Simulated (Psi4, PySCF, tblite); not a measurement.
Interaction energy of H4Si ··· Cl2 (SMILES [SiH4] and ClCl). Monomers: optimised at B3LYP-D3(BJ) (def2-TZVP), held rigid. Orientation: lowest of the rigid-body minima from ten starts at GFN2-xTB. Only R, the distance of the centres of mass, is varied, so the lowest point isn't the relaxed dimer.

Levels: RHF/STO-3G = PySCF 2.14.0 with restricted Hartree-Fock/STO-3G, no counterpoise correction; GFN2-xTB (tblite); RKS-B3LYP/6-31G* = restricted B3LYP/6-31G*, spherical d, no counterpoise correction in PySCF 2.14.0; SAPT0/jun-cc-pVDZ, frozen core (Psi4).

Interaction energies in kcal/mol; the last columns give the difference from SAPT0:

```json
[
 {"R / Å": "3.64", "RHF/STO-3G": "13.59", "GFN2-xTB": "1.66", "RKS-B3LYP/6-31G*": "9.63", "SAPT0/jun-cc-pVDZ": "10.49", "RHF/STO-3G − SAPT0/jun-cc-pVDZ": "3.10", "GFN2-xTB − SAPT0/jun-cc-pVDZ": "-8.83", "RKS-B3LYP/6-31G* − SAPT0/jun-cc-pVDZ": "-0.86"},
 {"R / Å": "3.82", "RHF/STO-3G": "7.41", "GFN2-xTB": "-0.39", "RKS-B3LYP/6-31G*": "5.27", "SAPT0/jun-cc-pVDZ": "5.76", "RHF/STO-3G − SAPT0/jun-cc-pVDZ": "1.65", "GFN2-xTB − SAPT0/jun-cc-pVDZ": "-6.15", "RKS-B3LYP/6-31G* − SAPT0/jun-cc-pVDZ": "-0.50"},
 {"R / Å": "4.00", "RHF/STO-3G": "3.94", "GFN2-xTB": "-1.16", "RKS-B3LYP/6-31G*": "2.81", "SAPT0/jun-cc-pVDZ": "2.99", "RHF/STO-3G − SAPT0/jun-cc-pVDZ": "0.95", "GFN2-xTB − SAPT0/jun-cc-pVDZ": "-4.14", "RKS-B3LYP/6-31G* − SAPT0/jun-cc-pVDZ": "-0.18"},
 {"R / Å": "4.20", "RHF/STO-3G": "1.91", "GFN2-xTB": "-1.34", "RKS-B3LYP/6-31G*": "1.37", "SAPT0/jun-cc-pVDZ": "1.29", "RHF/STO-3G − SAPT0/jun-cc-pVDZ": "0.61", "GFN2-xTB − SAPT0/jun-cc-pVDZ": "-2.64", "RKS-B3LYP/6-31G* − SAPT0/jun-cc-pVDZ": "0.08"},
 {"R / Å": "4.44", "RHF/STO-3G": "0.78", "GFN2-xTB": "-1.25", "RKS-B3LYP/6-31G*": "0.58", "SAPT0/jun-cc-pVDZ": "0.33", "RHF/STO-3G − SAPT0/jun-cc-pVDZ": "0.45", "GFN2-xTB − SAPT0/jun-cc-pVDZ": "-1.58", "RKS-B3LYP/6-31G* − SAPT0/jun-cc-pVDZ": "0.25"},
 {"R / Å": "4.61", "RHF/STO-3G": "0.41", "GFN2-xTB": "-1.12", "RKS-B3LYP/6-31G*": "0.32", "SAPT0/jun-cc-pVDZ": "0.02", "RHF/STO-3G − SAPT0/jun-cc-pVDZ": "0.39", "GFN2-xTB − SAPT0/jun-cc-pVDZ": "-1.15", "RKS-B3LYP/6-31G* − SAPT0/jun-cc-pVDZ": "0.30"},
 {"R / Å": "4.87", "RHF/STO-3G": "0.16", "GFN2-xTB": "-0.92", "RKS-B3LYP/6-31G*": "0.15", "SAPT0/jun-cc-pVDZ": "-0.15", "RHF/STO-3G − SAPT0/jun-cc-pVDZ": "0.31", "GFN2-xTB − SAPT0/jun-cc-pVDZ": "-0.77", "RKS-B3LYP/6-31G* − SAPT0/jun-cc-pVDZ": "0.30"},
 {"R / Å": "5.20", "RHF/STO-3G": "0.06", "GFN2-xTB": "-0.68", "RKS-B3LYP/6-31G*": "0.08", "SAPT0/jun-cc-pVDZ": "-0.17", "RHF/STO-3G − SAPT0/jun-cc-pVDZ": "0.23", "GFN2-xTB − SAPT0/jun-cc-pVDZ": "-0.50", "RKS-B3LYP/6-31G* − SAPT0/jun-cc-pVDZ": "0.26"},
 {"R / Å": "5.70", "RHF/STO-3G": "0.02", "GFN2-xTB": "-0.41", "RKS-B3LYP/6-31G*": "0.05", "SAPT0/jun-cc-pVDZ": "-0.11", "RHF/STO-3G − SAPT0/jun-cc-pVDZ": "0.14", "GFN2-xTB − SAPT0/jun-cc-pVDZ": "-0.30", "RKS-B3LYP/6-31G* − SAPT0/jun-cc-pVDZ": "0.17"},
 {"R / Å": "6.41", "RHF/STO-3G": "0.01", "GFN2-xTB": "-0.20", "RKS-B3LYP/6-31G*": "0.02", "SAPT0/jun-cc-pVDZ": "-0.05", "RHF/STO-3G − SAPT0/jun-cc-pVDZ": "0.06", "GFN2-xTB − SAPT0/jun-cc-pVDZ": "-0.14", "RKS-B3LYP/6-31G* − SAPT0/jun-cc-pVDZ": "0.08"},
 {"R / Å": "7.37", "RHF/STO-3G": "0.00", "GFN2-xTB": "-0.08", "RKS-B3LYP/6-31G*": "0.01", "SAPT0/jun-cc-pVDZ": "-0.02", "RHF/STO-3G − SAPT0/jun-cc-pVDZ": "0.02", "GFN2-xTB − SAPT0/jun-cc-pVDZ": "-0.06", "RKS-B3LYP/6-31G* − SAPT0/jun-cc-pVDZ": "0.03"},
 {"R / Å": "8.71", "RHF/STO-3G": "0.00", "GFN2-xTB": "-0.03", "RKS-B3LYP/6-31G*": "0.00", "SAPT0/jun-cc-pVDZ": "-0.01", "RHF/STO-3G − SAPT0/jun-cc-pVDZ": "0.01", "GFN2-xTB − SAPT0/jun-cc-pVDZ": "-0.02", "RKS-B3LYP/6-31G* − SAPT0/jun-cc-pVDZ": "0.01"}
]
```

RHF/STO-3G is furthest from SAPT0/jun-cc-pVDZ at 3.64 (3.10 kcal/mol, above); its mean absolute difference over the points is 0.66 kcal/mol.

GFN2-xTB is furthest from SAPT0/jun-cc-pVDZ at 3.64 (-8.83 kcal/mol, below); its mean absolute difference over the points is 2.19 kcal/mol.

RKS-B3LYP/6-31G* is furthest from SAPT0/jun-cc-pVDZ at 3.64 (-0.86 kcal/mol, below); its mean absolute difference over the points is 0.25 kcal/mol.
